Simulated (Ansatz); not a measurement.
## Ansatz (development build ahead of 0.2.0) run

```yaml
crystal:
  periodic: [false, false, false]
  atoms:
    - { symbol: C, position_ang: [1.4, 0.0, 0.0] }
    - { symbol: C, position_ang: [0.7, 1.21244, 0.0] }
    - { symbol: C, position_ang: [-0.7, 1.21244, 0.0] }
    - { symbol: C, position_ang: [-1.4, 0.0, 0.0] }
    - { symbol: C, position_ang: [-0.7, -1.21244, 0.0] }
    - { symbol: C, position_ang: [0.7, -1.21244, 0.0] }
    - { symbol: C, position_ang: [2.81, 0.0, 0.0] }
    - { symbol: H, position_ang: [3.36, 0.93, 0.0] }
    - { symbol: H, position_ang: [3.36, -0.93, 0.0] }
    - { symbol: H, position_ang: [1.2425, 2.15207, 0.0] }
    - { symbol: C, position_ang: [-1.405, 2.43353, 0.0] }
    - { symbol: H, position_ang: [-2.4854, 2.44485, 0.0] }
    - { symbol: H, position_ang: [-0.8746, 3.37485, 0.0] }
    - { symbol: H, position_ang: [-2.485, 0.0, 0.0] }
    - { symbol: H, position_ang: [-1.2425, -2.15207, 0.0] }
    - { symbol: H, position_ang: [1.2425, -2.15207, 0.0] }
basis:
  gaussian: { orbitals: def2-TZVP }
magnetization:
  initial_magnetization: 2
hamiltonian:
  xc: pbe0
```

The input is written out in the form of the current development build from the run's settings.

The run gave:

- Converged: yes
- Total energy: -309.30342 hartree
- Spin squared of the determinant: 2.000
- Stability test: minimum among restricted orbitals

Caution: another spin multiplicity may lie lower.
